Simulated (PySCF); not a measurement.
C$_{4}$H$_{5}$, doublet, geometry from GFN2-xTB, with bond 5-1 at 1.8 times its length; PBE0/6-31G (PySCF).

PySCF was given this input:
```python
from pyscf import gto, scf, dft

mol = gto.Mole()
mol.atom = '''
    C    -0.003219   -0.723110    0.740981
    C    -0.149261    0.654863    0.761359
    C     0.148714   -0.777764   -0.635420
    C     0.003237    0.727278   -0.745253
    H    -0.009237   -2.075176    2.126463
    H    -0.307031    1.399519    1.514564
    H     0.306363   -1.549606   -1.360768
    H     0.883934    1.260121   -1.103892
    H    -0.873533    1.076620   -1.290601
'''
mol.basis = '6-31g'
mol.charge = 0
mol.spin = 1
mol.verbose = 4
mol.build()

mf = dft.UKS(mol)
mf.xc = 'pbe0'
mf.kernel()
mo_i, mo_e, stable_i, stable_e = mf.stability(internal=True, external=False, return_status=True, nroots=6, tol=1e-6)
print('internally stable:', stable_i, ' externally stable:', stable_e)
if not stable_i:
    umf = mf.copy()
    umf.scf_summary = {}
    umf.kernel(umf.make_rdm1(mo_i, mf.mo_occ))
```

What the program printed (banner, timings and long lists left out):

```
PySCF version 2.14.0

[INPUT] verbose = 4
[INPUT] num. atoms = 9
[INPUT] num. electrons = 29
[INPUT] charge = 0
[INPUT] spin (= nelec alpha-beta = 2S) = 1
[INPUT] symmetry False subgroup None
[INPUT] Mole.unit = angstrom
[INPUT] Symbol           X                Y                Z      unit          X                Y                Z       unit  Magmom
[INPUT]  1 C     -0.003219000000  -0.723110000000   0.740981000000 AA   -0.006083028395  -1.366479857934   1.400251153506 Bohr   0.0
[INPUT]  2 C     -0.149261000000   0.654863000000   0.761359000000 AA   -0.282062411079   1.237511719111   1.438759992473 Bohr   0.0
[INPUT]  3 C      0.148714000000  -0.777764000000  -0.635420000000 AA    0.281028730889  -1.469760949546  -1.200769774071 Bohr   0.0
[INPUT]  4 C      0.003237000000   0.727278000000  -0.745253000000 AA    0.006117043465   1.374356236421  -1.408324063510 Bohr   0.0
[INPUT]  5 H     -0.009237000000  -2.075176000000   2.126463000000 AA   -0.017455400213  -3.921514300270   4.018432684021 Bohr   0.0
[INPUT]  6 H     -0.307031000000   1.399519000000   1.514564000000 AA   -0.580204501751   2.644707616125   2.862111158126 Bohr   0.0
[INPUT]  7 H      0.306363000000  -1.549606000000  -1.360768000000 AA    0.578942164700  -2.928330940983  -2.571478839072 Bohr   0.0
[INPUT]  8 H      0.883934000000   1.260121000000  -1.103892000000 AA    1.670393172191   2.381283573813  -2.086053551098 Bohr   0.0
[INPUT]  9 H     -0.873533000000   1.076620000000  -1.290601000000 AA   -1.650738130770   2.034516940229  -2.438882426090 Bohr   0.0

nuclear repulsion = 104.629735685242
number of shells = 30
number of NR pGTOs = 108
number of NR cGTOs = 46
basis = 6-31g
ecp = {}

******** <class 'pyscf.dft.uks.UKS'> ********
method = UKS
initial guess = minao
damping factor = 0
level_shift factor = 0
DIIS = <class 'pyscf.scf.diis.CDIIS'>
diis_start_cycle = 1
diis_space = 8
diis_damp = 0
SCF conv_tol = 1e-09
SCF conv_tol_grad = None
SCF max_cycles = 50
direct_scf = True
direct_scf_tol = 1e-13
number electrons alpha = 15  beta = 14
XC library pyscf.dft.libxc version 7.1.2
    S. Lehtola, C. Steigemann, M. J. T. Oliveira, and M. A. L. Marques,  SoftwareX 7, 1–5 (2018)
XC functionals = pbe0
    C. Adamo and V. Barone,  J. Chem. Phys. 110, 6158 (1999)
    M. Ernzerhof and G. E. Scuseria,  J. Chem. Phys. 110, 5029 (1999)
radial grids:
    Treutler-Ahlrichs [JCP 102, 346 (1995); DOI:10.1063/1.469408] (M4) radial grids

becke partition: Becke, JCP 88, 2547 (1988); DOI:10.1063/1.454033
pruning grids: <function nwchem_prune>
grids dens level: 3
symmetrized grids: False
atomic radii adjust function: <function treutler_atomic_radii_adjust>
small_rho_cutoff = 0
Set gradient conv threshold to 3.16228e-05
tot grids = 105512
init E= -155.47806504895

cycle= 1 E= -154.924323269932  delta_E= 0.554  |g|= 0.177  |ddm|=    2
cycle= 2 E= -154.901238108592  delta_E= 0.0231  |g|= 0.253  |ddm|= 0.593
cycle= 3 E= -154.950679393281  delta_E= -0.0494  |g|= 0.0448  |ddm|= 0.354
cycle= 4 E= -154.951820776857  delta_E= -0.00114  |g|= 0.0276  |ddm|= 0.0674
cycle= 5 E= -154.95244957232  delta_E= -0.000629  |g|= 0.00566  |ddm|= 0.0466
cycle= 6 E= -154.952555064114  delta_E= -0.000105  |g|= 0.00236  |ddm|= 0.025
cycle= 7 E= -154.952575039074  delta_E= -2e-05  |g|= 0.00169  |ddm|= 0.0089
cycle= 8 E= -154.952585851547  delta_E= -1.08e-05  |g|= 0.00129  |ddm|= 0.00477
cycle= 9 E= -154.952607452003  delta_E= -2.16e-05  |g|= 0.00115  |ddm|= 0.0107
cycle= 10 E= -154.952651467972  delta_E= -4.4e-05  |g|= 0.000754  |ddm|= 0.0283
cycle= 11 E= -154.952678773772  delta_E= -2.73e-05  |g|= 0.00034  |ddm|= 0.038
cycle= 12 E= -154.952679551497  delta_E= -7.78e-07  |g|= 0.000148  |ddm|= 0.0052
cycle= 13 E= -154.952679635503  delta_E= -8.4e-08  |g|= 3.26e-05  |ddm|= 0.00221
cycle= 14 E= -154.952679636433  delta_E= -9.3e-10  |g|= 8.73e-06  |ddm|= 7.18e-05
Extra cycle  E= -154.952679636488  delta_E= -5.47e-11  |g|= 8.05e-06  |ddm|= 1.88e-05
converged SCF energy = -154.952679636488  <S^2> = 0.81037443  2S+1 = 2.0594897
uhf_internal: lowest eigs of H = [0.03595055 0.19151881 0.25050641 0.30400889 0.34423648 0.3849689 ]
<class 'pyscf.dft.uks.UKS'> wavefunction is stable in the internal stability analysis
internally stable: True  externally stable: None
```
